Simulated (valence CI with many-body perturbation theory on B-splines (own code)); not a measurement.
# Questions on Ba⁵¹⁺

Method: relativistic CI+MBPT: three valence electrons over a frozen Dirac-Fock core [He], radial functions for each j: 11 s, 11 p, 9 d, 7 f, 5 g, 2 h, 1 i, with the one-electron correlation potential Σ1, the two-electron term Σ2, the three-electron term Σ3, Breit, model QED; selected CI, second order for the rest (own B-spline code, finite nucleus).

No measured spectrum was set against this ion. As an estimate, large intervals hold to a few tenths of a per cent, small ones and those within an open d or f shell to about a per cent.

Levels are named by their leading jj configuration (3d3/2^4 stands for four electrons in 3d with j = 3/2), which in mixed levels can hold well under half, so a name can repeat and another be missing.

Rates and lifetimes use the calculated energies. Strong lines usually hold to 10 to 20 %, long lifetimes can be off by a factor of two.

(1) What is the ground level?

(2) What is the ionisation energy?

(3) Where does the other parity begin?

(4) How well does LS coupling describe the low levels?

(5) Among levels below 6641.1 eV, which E1 lines absorb most strongly from the ground level?

## Answers

(1) (2s^2 2p1/2) J=1/2, composition 100 % 2s2.2p 2P°, g = 0.639.

(2) 10018 eV; NIST lists 10023 ± 4 eV (theoretical).

(3) At (2s 2p1/2^2) J=1/2, 172.7 eV.

(4) Among the lowest 20 levels the leading LS term, summed over configurations, holds 76 % on average. For single configurations the figures are 76 % in LS and 99 % in jj coupling. Terms mix most in the J = 3/2 level at 810.0 eV, where the leading one holds 47 %.

(5) to (2s^2 3d3/2) J=3/2 at 0.2119 nm, f = 0.521; to (2s 2p1/2 3p1/2) J=3/2 at 0.2134 nm, f = 0.266; to (2s 2p1/2 3p3/2) J=3/2 at 0.2084 nm, f = 0.183.
